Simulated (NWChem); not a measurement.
NWChem input wanted

C2H4BCl: 8 atoms, total charge 0, spin state singlet. The two molecules were placed rigidly side by side, at 0.9 times their contact distance; the pair isn't optimised.

```jsonl
{"atom": "B", "x (Å)": "-0.1306", "y (Å)": "0.0368", "z (Å)": "-0.0702"}
{"atom": "Cl", "x (Å)": "1.3511", "y (Å)": "-0.3802", "z (Å)": "0.7263"}
{"atom": "H", "x (Å)": "-1.1201", "y (Å)": "-0.5444", "z (Å)": "0.2455"}
{"atom": "H", "x (Å)": "-0.1005", "y (Å)": "0.8879", "z (Å)": "-0.9015"}
{"atom": "C", "x (Å)": "1.6176", "y (Å)": "2.6910", "z (Å)": "1.3355"}
{"atom": "C", "x (Å)": "2.4886", "y (Å)": "3.1375", "z (Å)": "0.6464"}
{"atom": "H", "x (Å)": "0.8427", "y (Å)": "2.2938", "z (Å)": "1.9484"}
{"atom": "H", "x (Å)": "3.2634", "y (Å)": "3.5347", "z (Å)": "0.0335"}
```

Settings wanted:

* task: energy
* method: DFT
* functional: B97-D
* dispersion: own D2
* basis set: pcseg-1
* reference: RKS
* integration grid: fine
* SCF convergence threshold: 1e-08
* iteration cap: 100
* module: dft

**Question.** Write the NWChem 7.3.0 input and the command.

**Answer.** One that was run (others would do as well):

geom.nw:
```
start geom
title "C2H4BCl"
memory 2200 mb

geometry units atomic noautosym nocenter noautoz
  B   -0.24674154   0.06950413  -0.13269657
  Cl   2.55324676  -0.71851167   1.37247029
  H   -2.11664444  -1.02880470   0.46388997
  H   -0.18986078   1.67785003  -1.70362590
  C    3.05678318   5.08527190   2.52367255
  C    4.70279133   5.92899682   1.22151897
  H    1.59256669   4.33474827   3.68184789
  H    6.16698893   6.67953934   0.06334362
end

basis spherical bse
  * library pcseg-1
end

dft
  xc becke97-d
  grid fine
  convergence energy 1e-08
  iterations 100
  mulliken
  print low
end

task dft
```

```bash
$ nwchem geom.nw > geom.out
```

Calculated total energy: -563.51264 Eh.
